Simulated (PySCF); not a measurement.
# Ionisation energy of Fe¹³⁺ by level of theory

Fe¹³⁺ [Ne] 3s2 3p1 (2P) → Fe¹⁴⁺ [Ne] 3s2 (1S), as a difference of total energies. All numbers are calculated (PySCF 2.14, no relativity, point nucleus, in an even-tempered Gaussian basis (17 s from 0.69 bohr⁻², ratio 2.5; 11 p from 0.9 bohr⁻², ratio 2.5; 5 d from 5 bohr⁻², ratio 2.7; 4 f from 7.5 bohr⁻², ratio 2.7)). Correlated levels: outer shells: 1s2 frozen; virtual orbitals above 40 to 60 times the deepest correlated orbital energy dropped. The calculations carry no spin-orbit coupling.

```json
{"method": "UHF", "ionisation energy (eV)": "388.62"}
{"method": "LDA", "ionisation energy (eV)": "389.92"}
{"method": "PBE", "ionisation energy (eV)": "390.00"}
{"method": "PBE0", "ionisation energy (eV)": "389.91"}
{"method": "r2SCAN", "ionisation energy (eV)": "389.99"}
{"method": "M06-L", "ionisation energy (eV)": "389.57"}
{"method": "TPSSh", "ionisation energy (eV)": "390.11"}
{"method": "MP2 (outer shells)", "ionisation energy (eV)": "389.15"}
{"method": "SCS-MP2 (outer shells)", "ionisation energy (eV)": "389.07"}
```

**Question.** How much does correlation contribute at MP2 (outer shells)?

**Answer.** 389.15 − (388.62) = 0.53 eV, measured against UHF.

A first-order spin-orbit estimate (lowest level to lowest level, LS coupling) adds 1.427 eV.

These non-relativistic numbers lack the scalar-relativistic shift.

For comparison: 392.2 ± 0.7 eV (semi-empirical (NIST evaluation); NIST Atomic Spectra Database, ionization energies).
